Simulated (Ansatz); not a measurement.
# H2O ··· AlF3

The pair of H2O (SMILES O, atoms 1–3) and AlF3 (SMILES F[Al](F)F, atoms 4–7), both closed shells, in one local arrangement (a lower one may exist), relaxed at PBE0-D4/def2-TZVP:

O1  (0.043, 0.653, -0.914)
H2  (-0.735, 0.480, -1.458)
H3  (0.830, 0.423, -1.423)
F4  (1.367, -1.142, 0.572)
Al5  (-0.027, -0.276, 0.785)
F6  (-0.011, 0.906, 1.928)
F7  (-1.467, -1.043, 0.509)
(Å)

Ansatz 0.2.0; basis: def2-TZVPPD, with def2-QZVPPD for the basis limit; cores frozen in the correlated methods. B3LYP uses VWN-RPA correlation. Extrapolation: Hartree–Fock as exp(−7.88 √X), correlation as X^−2.97. Interaction energies count from these two fragments, frozen as in the pair, with the counterpoise correction; negative means bound.

Question: What is the interaction energy by CCSD(T) at an estimated basis limit (MP2 extrapolated from triple and quadruple zeta, plus CCSD(T) − MP2 in triple zeta)? (An estimate is asked for; the value comes from the calculation.)

Answer: The calculation gives: -152.6 kJ/mol. Hartree–Fock alone gives -156.4 kJ/mol at the basis limit. It counts from the two fragments frozen as in the pair.

The same quantity by other methods in triple zeta, and each one's difference from that estimate:
```csv
method,E_int (kJ/mol),difference
PBE-D4,-137.6,15.0
revPBE-D4,-128.1,24.4
BLYP-D4,-130.4,22.2
r2SCAN-D4,-156.4,-3.9
B97M-V,-153.4,-0.9
PBE0-D4,-151.9,0.7
B3LYP-D4,-145.5,7.0
HSE06-D4,-151.4,1.1
wB97X-V,-151.7,0.9
wB97M-V,-151.8,0.8
B2PLYP,-142.9,9.7
HF,-155.5,-2.9
MP2,-142.3,10.2
CCSD,-147.5,5.1
CCSD(T),-145.8,6.8
```
Differences are method less estimate.

Question: Which atoms make the shortest contact between the fragments?

Answer: O1 and Al5, 1.94 Å apart.

Energy to bend the free fragments (PBE0-D4 minima) into their shapes in the pair, CCSD(T)/def2-TZVPPD: H2O 1.4 kJ/mol; AlF3 21.8 kJ/mol. This must be added to the interaction energy to get the binding energy from relaxed fragments.

Basis-set superposition shift (counterpoise-corrected less uncorrected): CCSD(T) 6.3; MP2 6.0; HF 1.3; PBE0-D4 1.3; wB97M-V 1.2 kJ/mol.

No T1 diagnostic of these runs exceeds 0.015.

For scale, one of the runs: CCSD(T)/def2-TZVPPD, 242 basis functions, launched by `ansatz run in.yaml --threads 4 --pin off --events-out ev --progress --plain --max-ram 9574MiB`. Time: 2.6 min of wall clock on 4 CPU threads of an Arm Neoverse V1; the host was shared. Peak host memory: 5 GiB.
